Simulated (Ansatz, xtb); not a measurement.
## C6H4BrFO: which of two isomers lies lower

Structure X: `Oc1cccc(Br)c1F`, a singlet. Structure Y: `Oc1ccc(F)cc1Br`, a singlet. Both are isolated molecules in the gas phase, relaxed with r2SCAN-D4/def2-SVP; the shapes shown needn't be the lowest conformers.

X (Å):

```xyz
13

C     0.0600    0.7434   -1.4037
C     0.9238   -0.3442   -1.5706
C     0.4067   -1.6414   -1.5987
C    -0.9638   -1.8817   -1.4631
C    -1.8289   -0.7945   -1.2960
C    -1.3156    0.4992   -1.2677
Br   -3.6896   -1.0427   -1.1067
F    -2.1124    1.5727   -1.1091
O     0.5410    2.0036   -1.3740
H    -0.2060    2.6094   -1.2517
H     1.9932   -0.1475   -1.6758
H     1.0863   -2.4877   -1.7293
H    -1.3683   -2.8952   -1.4850
```

Y (Å):

```yaml
atoms:
  - { symbol: C, position_ang: [-0.0663, 0.7596, -1.2784] }
  - { symbol: C, position_ang: [0.8720, -0.2249, -1.6276] }
  - { symbol: C, position_ang: [0.4874, -1.5489, -1.8287] }
  - { symbol: C, position_ang: [-0.8540, -1.8978, -1.6793] }
  - { symbol: C, position_ang: [-1.8186, -0.9556, -1.3342] }
  - { symbol: C, position_ang: [-1.4105, 0.3645, -1.1378] }
  - { symbol: Br, position_ang: [-2.6871, 1.6943, -0.6647] }
  - { symbol: F, position_ang: [-1.2307, -3.1700, -1.8713] }
  - { symbol: O, position_ang: [0.3610, 2.0226, -1.0964] }
  - { symbol: H, position_ang: [-0.4057, 2.5737, -0.8616] }
  - { symbol: H, position_ang: [1.9151, 0.0823, -1.7367] }
  - { symbol: H, position_ang: [1.2153, -2.3167, -2.1005] }
  - { symbol: H, position_ang: [-2.8627, -1.2533, -1.2232] }
```

Quicker runs give these differences E(Y) − E(X): GFN2-xTB −15.8 kJ/mol; HF/STO-3G −4.4 kJ/mol (at GFN2-xTB geometries); r2SCAN-D4/def2-SVP//GFN2-xTB −11.6 kJ/mol.

Q: Estimate E(Y) − E(X) at the level CCSD(T)/def2-SVP + ΔMP2/def2-TZVPP.

A: Calculated at CCSD(T)/def2-SVP + ΔMP2/def2-TZVPP: E(Y) − E(X) = −11.4 kJ/mol, so structure Y lies lower.

The same difference at several levels:

| level | geometry | E(Y) − E(X) (kJ/mol) | departure from the last row (kJ/mol) | job, with rough time for the two |
| --- | --- | --- | --- | --- |
| GFN2-xTB | GFN2-xTB | −15.8 | −4.4 | optimisation, 0.21 s |
| HF/STO-3G | GFN2-xTB | −4.4 | +7.0 | single point, 1.5 s |
| r2SCAN-D4/def2-SVP//GFN2-xTB | GFN2-xTB | −11.6 | −0.2 | single point, 6.9 s |
| r2SCAN-D4/def2-SVP | r2SCAN-D4/def2-SVP | −11.2 | +0.2 | optimisation, 60 s |
| HF/def2-SVP | r2SCAN-D4/def2-SVP | −8.0 | +3.4 | part of the CCSD(T) run |
| MP2/def2-SVP | r2SCAN-D4/def2-SVP | −10.6 | +0.8 | part of the CCSD(T) run |
| CCSD(T)/def2-SVP | r2SCAN-D4/def2-SVP | −9.5 | +1.9 | single point |
| CCSD(T)/def2-SVP + ΔMP2/def2-TZVPP | r2SCAN-D4/def2-SVP | −11.4 |  | single point, 5.3 min |

As drawn, both hold the same kinds of bond in the same numbers.

None of the levels shown reverses the order. The largest departure from CCSD(T)/def2-SVP + ΔMP2/def2-TZVPP is that of HF/STO-3G, 7.0 kJ/mol. The last row adds to CCSD(T) the change of the MP2 difference between the two basis sets, here −1.9 kJ/mol.

With thermal terms from frequencies at re-optimised GFN2-xTB minima (ideal gas, soft modes damped towards free rotors, one conformer each, 298.15 K, 1 atm): on the last row, ΔE + ΔZPE = −11.9, ΔH = −12.1, ΔG = −11.7 kJ/mol.

The correlated steps freeze 17 core orbitals; the filled d shell of Br is correlated, in a basis made for valence electrons. Codes used: Ansatz 0.2.0, xtb 6.7.1; the last row on 2 threads of Intel(R) Xeon(R) Processor @ 2.70GHz on a shared host.
